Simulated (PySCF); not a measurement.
## Two-component Hartree-Fock for Te³⁺ (tellurium, charge +3)

Start: [Kr] 4d10 5s2 5p1; 5p1/2 filled at m_j = +1/2. Calculated with PySCF 2.14 in x2c-TZVPall-2c (8s9p5d2f, 74 functions): generalised Hartree-Fock with the X2C-1e Hamiltonian and a Gaussian nucleus; one run each with spin-orbit coupling (SO) switched off, then screened by Boettger's factors.

| spinor shell | electrons | ε, spin-free (eV) | ε, screened SO (eV) | weight of nominal j (screened SO) | rms radius, screened SO (bohr) |
| --- | --- | --- | --- | --- | --- |
| 1s1/2 | 2 | -32004.4 | -32000.8 | 1.000 | 0.0318 |
| 2s1/2 | 2 | -5031.8 | -5030.7 | 1.000 | 0.130 |
| 2p1/2 | 2 | -4513.1 | -4703.7 | 1.000 | 0.112 |
| 2p3/2 | 4 | -4513.1 | -4426.6 | 1.000 | 0.117 |
| 3s1/2 | 2 | -1068.0 | -1067.6 | 1.000 | 0.343 |
| 3p1/2 | 2 | -895.27 | -931.77 | 1.000 | 0.336 |
| 3p3/2 | 4 | -895.27 | -878.38 | 1.000 | 0.347 |
| 3d3/2 | 4 | -634.80 | -641.04 | 1.000 | 0.320 |
| 3d5/2 | 6 | -634.80 | -630.11 | 1.000 | 0.323 |
| 4s1/2 | 2 | -224.22 | -223.97 | 1.000 | 0.814 |
| 4p1/2 | 2 | -168.10 | -175.08 | 1.000 | 0.858 |
| 4d3/2 | 4 | -83.830 | -84.646 | 1.000 | 1.03 |
| 4d5/2 | 6 | -83.830 | -82.949 | 1.000 | 1.04 |
| 5s1/2 | 2 | -46.542 | -46.446 | 0.998 | 2.08 |
| 5p1/2 | 1 | -36.451 | -37.241 | 0.998 | 2.35 |

(1) Where does 4p3/2 lie, and what is the 4p spin-orbit splitting (screened SO)?

```tsv
quantity	spin-free	screened SO
E (hartree)	-6788.01417	-6789.92637
M_J	1/2	1/2
⟨J²⟩	1.118	0.766
⟨L²⟩	2.027	2.044
⟨S²⟩	0.759	0.777
```

Each row is a mean over spinors that exchange with the open shell spreads, by up to 0.683 eV (4p1/2).

Breit and QED terms are absent; they matter most for the inner s and p1/2 levels.

Densities and radii are taken from the X2C orbitals without a picture-change correction, which distorts them close to the nucleus.

Without spin-orbit coupling the j labels of p, d and f shells carry no meaning; the spin-free column gives the mean over the occupied spinors of each nl shell, and its ⟨J²⟩ belongs to a mixture of degenerate components.

Answers

(1) At -164.63 eV, 10.452 eV above 4p1/2.
